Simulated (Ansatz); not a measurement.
# Molecular dynamics, step by step

CH₃AgF (charge +1), closed shell, PBE0-D4/def2-SVP (Ansatz 0.2.0). Settings (timestep in fs, temperature in K; T counts 12 degrees of freedom):

```yaml
hamiltonian: {xc: pbe0, dispersion: d4}
md: {n_steps: 80, timestep: 0.25, temperature: 300, ensemble: nvt_nose_hoover, seed: 897, initial_velocities: maxwell_boltzmann}
```

Start:

Ag1  (0.503, -0.679, -2.760)
C2  (-0.120, 0.194, 0.627)
F3  (0.168, -0.622, -0.513)
H4  (-1.075, 0.680, 0.444)
H5  (0.693, 0.910, 0.726)
H6  (-0.168, -0.483, 1.476)
(Å)

```
step  time (fs)  potential energy less the start (meV)  kinetic energy (meV)  T (K)
   0       0.00                                    0.0                 155.1    300
   5       1.25                                    8.7                 146.5    283
  10       2.50                                   41.4                 113.8    220
  15       3.75                                   65.2                  90.0    174
  20       5.00                                   65.3                  90.0    174
  25       6.25                                   58.7                  96.6    187
  30       7.50                                   60.9                  94.4    183
  35       8.75                                   54.3                 101.2    196
  40      10.00                                   26.3                 129.1    250
  45      11.25                                    7.2                 148.2    287
  50      12.50                                   18.1                 137.5    266
  55      13.75                                   40.0                 115.8    224
  60      15.00                                   47.7                 108.2    209
  65      16.25                                   42.7                 113.2    219
  70      17.50                                   47.0                 109.1    211
  75      18.75                                   62.5                  93.8    181
  80      20.00                                   62.7                  93.7    181
```

Step 5, positions (Å) and forces (eV/Å):

```tsv
atom	x	y	z	Fx	Fy	Fz
Ag1	0.502	-0.679	-2.760	-0.023	0.005	0.148
C2	-0.127	0.191	0.625	0.870	-0.329	-0.053
F3	0.173	-0.617	-0.515	-0.111	-0.080	-0.117
H4	-1.076	0.684	0.431	-0.260	0.231	0.029
H5	0.730	0.888	0.713	-0.454	-0.077	0.183
H6	-0.180	-0.502	1.484	-0.021	0.251	-0.191
```

Step 40, positions (Å) and forces (eV/Å):

```tsv
atom	x	y	z	Fx	Fy	Fz
Ag1	0.499	-0.680	-2.753	-0.001	0.001	-0.028
C2	-0.142	0.167	0.606	0.339	-0.046	-0.403
F3	0.206	-0.593	-0.541	-0.273	-0.338	-0.153
H4	-1.035	0.747	0.392	-0.306	0.183	-0.127
H5	0.728	0.779	0.774	0.382	0.659	0.385
H6	-0.291	-0.517	1.430	-0.141	-0.458	0.326
```

Step 55, positions (Å) and forces (eV/Å):

```json
{"atom": "Ag1", "x": "0.498", "y": "-0.680", "z": "-2.750", "Fx": "0.021", "Fy": "0.000", "Fz": "-0.155"}
{"atom": "C2", "x": "-0.141", "y": "0.157", "z": "0.593", "Fx": "0.582", "Fy": "0.630", "Fz": "1.291"}
{"atom": "F3", "x": "0.217", "y": "-0.587", "z": "-0.554", "Fx": "-0.045", "Fy": "0.021", "Fz": "0.188"}
{"atom": "H4", "x": "-1.015", "y": "0.787", "z": "0.378", "Fx": "-0.080", "Fy": "-0.211", "Fz": "-0.203"}
{"atom": "H5", "x": "0.716", "y": "0.835", "z": "0.887", "Fx": "-0.640", "Fy": "-0.810", "Fz": "-0.412"}
{"atom": "H6", "x": "-0.362", "y": "-0.560", "z": "1.425", "Fx": "0.163", "Fy": "0.370", "Fz": "-0.708"}
```

Last step (80):

```
6
angstrom
Ag 0.4952 -0.6811 -2.7453
C -0.1380 0.1542 0.5909
F 0.2358 -0.5759 -0.5730
H -0.9818 0.7796 0.3083
H 0.6413 0.7738 0.9815
H -0.4526 -0.5917 1.3011
```

Hardware: 4 CPU threads of an Arm Neoverse V2, shared host. Wall time about 68 s.
